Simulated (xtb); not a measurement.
gold atom (Au), doublet (GFN-xTB shapes and energies of metal compounds can be far from the true ones); xtb with GFN0-xTB with ALPB(thf).

xtb was given this input:
```
$ xtb mol.xyz --gfn 0 --uhf 1 --alpb thf --json

# file mol.xyz
1

Au     0.00000000     0.00000000     0.00000000
```

Output, abridged:

```
   ID    Z sym.   atoms
    1   79 Au     1

           -------------------------------------------------
          |                Calculation Setup                |
           -------------------------------------------------

           -------------------------------------------------
          |                 G F N 0 - x T B                 |
           -------------------------------------------------

      * Solvation model:               ALPB
        Solvent                        thf
        Parameter file                 internal GFN-FF/ALPB
        Dielectric constant                7.6000E+00
        Reference state                gsolv [1 M gas/solution]
        Free energy shift                  4.8933E-03 Eh       3.0706E+00 kcal/mol
        Temperature                        2.9815E+02 K
        Density                            8.8300E-01 kg/L
        Solvent mass                       7.2106E+01 g/mol
        Interaction kernel             P16
        Born radius scaling (c1)           1.9917E+00
        Born radii integrator          GBOBC
        Born offset                        0.0000E+00 a0       0.0000E+00 AA
        H-bond correction              true
        Ion screening                  false
        Surface tension                    1.0000E-05 Eh       1.5569E+01 dyn/cm
        Grid points                               230 per atom

          ...................................................
          :                      SETUP                      :
          :.................................................:
          :  # basis functions                  10          :
          :  # atomic orbitals                   9          :
          :  # shells                            3          :
          :  # electrons                        11          :
          :  electronic temp.          300.0000000     K    :
          :  accuracy                    1.0000000          :
          :  -> integral cutoff          0.2500000E+02      :
          :  -> integral neglect         0.1000000E-07      :
          ...................................................

         :::::::::::::::::::::::::::::::::::::::::::::::::::::
         ::                     SUMMARY                     ::
         :::::::::::::::::::::::::::::::::::::::::::::::::::::
         :: total energy              -4.796410020581 Eh    ::
         :: total w/o Gsasa/hb        -4.796354278188 Eh    ::
[...]
         :: add. restraining           0.000000000000 Eh    ::
         :: total charge               0.000000000000 e     ::
         :::::::::::::::::::::::::::::::::::::::::::::::::::::

           -------------------------------------------------
          |                Property Printout                |
           -------------------------------------------------

    * Orbital Energies and Occupations

         #    Occupation            Energy/Eh            Energy/eV
      -------------------------------------------------------------
         1        2.0000           -0.4447027             -12.1010
         2        2.0000           -0.4447027             -12.1010
         3        2.0000           -0.4447027             -12.1010
         4        2.0000           -0.4447027             -12.1010
         5        2.0000           -0.4447027             -12.1010
         6        1.0000           -0.3493273              -9.5057 (HOMO)
         7                         -0.0841071              -2.2887 (LUMO)
         8                         -0.0841071              -2.2887
         9                         -0.0841071              -2.2887
      -------------------------------------------------------------
                  HL-Gap            0.2652202 Eh            7.2170 eV
             Fermi-level            0.0000000 Eh            0.0000 eV

     #   Z          covCN         q      C6AA      α(0)
     1  79 Au       0.000     0.000   346.199    37.721

 Mol. C6AA /au·bohr⁶  :        346.199173
 Mol. C8AA /au·bohr⁸  :      33822.401351
 Mol. α(0) /au        :         37.720781

Wiberg/Mayer (AO) data.
largest (>0.10) Wiberg bond orders for each atom

 ---------------------------------------------------------------------------
     #   Z sym  total        # sym  WBO       # sym  WBO       # sym  WBO
 ---------------------------------------------------------------------------
     1  79 Au   0.000
 ---------------------------------------------------------------------------

 dipole moment from electron density (au)
     X       Y       Z
   0.0000   0.0000   0.0000  total (Debye):    0.000

           -------------------------------------------------
          | TOTAL ENERGY               -4.796410020581 Eh   |
          | GRADIENT NORM               0.000000000000 Eh/α |
          | HOMO-LUMO GAP               7.217007700000 eV   |
           -------------------------------------------------

normal termination of xtb
```
